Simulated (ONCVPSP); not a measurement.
promethium: variants of one ONCV potential

Base potential:

Pm, optimised norm-conserving Vanderbilt (ONCV), made with ONCVPSP 4.0.1 (LDA (Perdew-Wang 92), scalar-relativistic). Core [Kr] 4d10, reference 4f4.5 5s2 5p6 5d0.5 6s2. Waves: 5s+6s: rc 2.35 bohr, ncon 3, nbas 6, qcut 4.7 1/bohr, 2 projectors; 5p: rc 2.05 bohr, ncon 4, nbas 8, qcut 6.7 1/bohr, 2 projectors, debl 0.6 Ha; 5d: rc 3.75 bohr, ncon 4, nbas 9, qcut 3.4 1/bohr, 2 projectors, debl 3.6 Ha; 4f: rc 1.10 bohr, ncon 4, nbas 9, qcut 15.6 1/bohr, 2 projectors, debl 0.7 Ha. Local part: polynomial inside 0.85 bohr (lpopt 5, dvloc0 6 Ha). Core correction: none.

In the p channel the program set the typed energies aside and used -0.885, 0.250 Ha.

All-electron outer shells of the reference configuration (LDA (PZ), scalar-relativistic, ld1.x):

```csv
shell,level (eV),outermost node (bohr),outermost maximum (bohr)
4d,-125.75,0.29,0.60
5s,-43.63,0.70,1.29
5p,-24.08,0.75,1.46
4f,-4.86,–,0.63
6s,-3.90,1.72,3.58
5d,-2.47,0.85,2.15
```

Cutoffs, loose and tight: the cutoffs (Ha) at which the residual kinetic energy of the hardest occupied pseudo-wave falls to 1 and 0.1 mHa per electron. They do not see the model core or the augmentation charge, which bear on the density cutoff. Test errors are all-electron minus pseudo excitation energies from the reference, over the configurations 4f5 5s2 5p6 5d0 6s2; 4f5 5s2 5p6 5d0 6s1; 4f5 5s2 5p6 5d0 6s0; 4f5 5s2 5p6 5d0 6s0 6p2. A dash means not determined; rows that change the core or the reference have their own tests.

A true bound ghost makes a file unfit for plane-wave use even where its test errors are small: the radial tests pick states by their node count and pass the ghost by.

| change | outcome | cutoff, loose | cutoff, tight | bound ghosts | GHOST(+) flags above zero | largest test error (meV) |
| --- | --- | --- | --- | --- | --- | --- |
| base | generated, projector energies reset by the program | 101 Ha | 111 Ha | s | p, d | tests left out (the all-electron energies of this program are off by 10 to 40 meV for near-neutral 4f atoms) |
| f: qcut 13.8 | generated, projector energies reset by the program | 88 Ha | 150 Ha | s | p, d | tests left out (the all-electron energies of this program are off by 10 to 40 meV for near-neutral 4f atoms) |
| local potential polynomial inside 1.10 bohr (lpopt 5, dvloc0 1 Ha) | generated, projector energies reset by the program | 101 Ha | 111 Ha | s | p, d | tests left out (the all-electron energies of this program are off by 10 to 40 meV for near-neutral 4f atoms) |
| all radii scaled by about 1.25 (s 2.94, p 2.56, d 4.70, f 1.38 bohr); local potential polynomial inside 1.06 bohr (lpopt 5, dvloc0 6 Ha) | generated, projector energies reset by the program | 85 Ha | 95 Ha | s | p, d | tests left out (the all-electron energies of this program are off by 10 to 40 meV for near-neutral 4f atoms) |
| p: rc 1.78 | generated, projector energies reset by the program | 101 Ha | 111 Ha | s | p, d | tests left out (the all-electron energies of this program are off by 10 to 40 meV for near-neutral 4f atoms) |
| f: debl 4.2 | generated, projector energies reset by the program | 101 Ha | 111 Ha | s | p, d | tests left out (the all-electron energies of this program are off by 10 to 40 meV for near-neutral 4f atoms) |
| s: rc 2 | generated, projector energies reset by the program | 101 Ha | 111 Ha | s | p, d | tests left out (the all-electron energies of this program are off by 10 to 40 meV for near-neutral 4f atoms) |
| s: qcut 4.3; p: qcut 6.1; d: qcut 3.1; f: qcut 14.3 | generated, projector energies reset by the program | 92 Ha | 103 Ha | s | p, d | tests left out (the all-electron energies of this program are off by 10 to 40 meV for near-neutral 4f atoms) |
| reference 4f5 5s2 5p6 6s0.5; wave 5d: rc 3.75 bohr, ncon 4, nbas 9, qcut 3.4 1/bohr, 2 projectors, debl 3.6 Ha becomes d scattering state at 0.39 Ha: rc 3.75 bohr, ncon 4, nbas 9, qcut 3.4 1/bohr, 2 projectors, debl 3.6 Ha | generated, projector energies reset by the program | 101 Ha | 111 Ha | s | p, d | tests left out (the all-electron energies of this program are off by 10 to 40 meV for near-neutral 4f atoms) |
| local potential polynomial inside 0.85 bohr (lpopt 5, dvloc0 5 Ha) | generated, projector energies reset by the program | 101 Ha | 111 Ha | s, p | d | tests left out (the all-electron energies of this program are off by 10 to 40 meV for near-neutral 4f atoms) |
| d: ncon 3, nbas 8 | generated, projector energies reset by the program | 101 Ha | 111 Ha | s | p, d | tests left out (the all-electron energies of this program are off by 10 to 40 meV for near-neutral 4f atoms) |
